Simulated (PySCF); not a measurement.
disiloxane (H₆OSi₂), SMILES [SiH3]O[SiH3].

The structure is a stationary point at PBE-D3(BJ)/def2-SVP.

The numbers are results of PBE-D3(BJ)/def2-SVP (PySCF), not measurements.

Frequencies are harmonic and unscaled.

```csv
mode,ν (cm⁻¹),IR (km/mol),moving atoms (share of kinetic energy)
1,41,1.6,"H 46 %, O 46 %"
2,74,0.0,H 99 %
3,100,0.8,"O 48 %, Si 31 %, H 22 %"
4,588,0.6,"Si 67 %, H 17 %, O 16 %"
5,677,0.0,"H 90 %, Si 10 %"
6,694,3.7,"H 89 %, Si 11 %"
7,717,93.6,"H 79 %, O 13 %, Si 8 %"
8,725,86.5,"H 76 %, O 16 %, Si 9 %"
9,909,0.0,H 96 %
10,913,10.4,H 96 %
11,914,133.6,H 96 %
12,919,116.1,H 96 %
13,924,727.0,"H 85 %, Si 13 %"
14,989,28.6,"H 88 %, Si 12 %"
15,1064,307.6,"O 76 %, Si 16 %, H 9 %"
16,2150,65.7,H 98 %
17,2156,0.0,H 96 %
18,2161,279.0,H 96 %
19,2162,117.0,H 98 %
20,2189,84.0,H 96 %
21,2193,130.0,H 97 %
```
